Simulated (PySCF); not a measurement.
PySCF 2.14 output of a UHF calculation on a single atom or ion in aug-cc-pV5Z (8s7p5d4f3g2h, 131 functions), with the non-relativistic Hamiltonian (point nucleus):

```
SCF conv_tol = 1e-09
number electrons alpha = 6  beta = 5
cycle= 1 E= -199.055108986572  delta_E= -6.1e-06  |g|= 0.000584  |ddm|= 0.00221
cycle= 2 E= -199.055109072885  delta_E= -8.63e-08  |g|= 7.53e-05  |ddm|= 0.000719
cycle= 3 E= -199.055109074655  delta_E= -1.77e-09  |g|= 4.14e-06  |ddm|= 0.000236
cycle= 4 E= -199.055109074715  delta_E= -6.01e-11  |g|= 1.25e-06  |ddm|= 3.79e-05
converged SCF energy = -199.055109074715  <S^2> = 0.75000394  2S+1 = 2.0000039
```

The run itself started from symmetry-adapted Hartree-Fock orbitals and held the occupation by maximum overlap, so the iterations belong to that start.

Problem. Which element, charge and spin multiplicity is this?

Solution. Mg⁺ (magnesium, charge +1), multiplicity 2; the state was [Ne] 3d1, 2D determinant (an excited configuration).

The outer electron is Rydberg-like, and this basis confines it to a smaller radius and binds it less than a complete one would.
